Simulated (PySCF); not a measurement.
C6H9Al, SMILES C=[CH][Al]([CH]=C)[CH]=C, singlet, GFN2-xTB optimised geometry.

```
16

Al    -0.84     0.03     0.00
C      1.15     0.03     0.00
C      1.85     1.06     0.49
H      1.73    -0.81    -0.39
H      2.94     1.08     0.51
H      1.36     1.93     0.89
C     -1.81    -1.70     0.00
C     -1.15    -2.84     0.21
H     -2.89    -1.78    -0.17
H     -1.62    -3.81     0.22
H     -0.08    -2.84     0.38
C     -1.88     1.72     0.00
C     -1.39     2.90    -0.40
H     -2.94     1.72     0.30
H     -1.96     3.81    -0.42
H     -0.36     2.99    -0.72
```

Density from PBE0/def2-TZVP (PySCF) at that geometry.

Minimum of the electron density along straight lines between bonded atoms, close to the bond critical point (lines longer than 1.1 times the sum of covalent radii, or with two minima, are not listed):

```csv
bond,length / Å,ρ at the minimum / e bohr⁻³,∇²ρ there / e bohr⁻⁵,position (fraction from the first atom)
Al1–C2,1.987,0.082,0.25,0.40
C2–C3,1.334,0.349,-1.06,0.49
C2–H4,1.094,0.275,-0.94,0.64
C3–H5,1.084,0.285,-1.01,0.64
C3–H6,1.082,0.287,-1.02,0.64
Al1–C7,1.985,0.082,0.25,0.40
C7–C8,1.334,0.349,-1.06,0.49
C7–H9,1.093,0.275,-0.94,0.64
C8–H10,1.084,0.285,-1.01,0.64
C8–H11,1.083,0.286,-1.02,0.64
Al1–C12,1.986,0.082,0.25,0.40
C12–C13,1.334,0.349,-1.06,0.49
C12–H14,1.095,0.274,-0.93,0.64
C13–H15,1.084,0.285,-1.01,0.64
C13–H16,1.082,0.287,-1.03,0.64
```
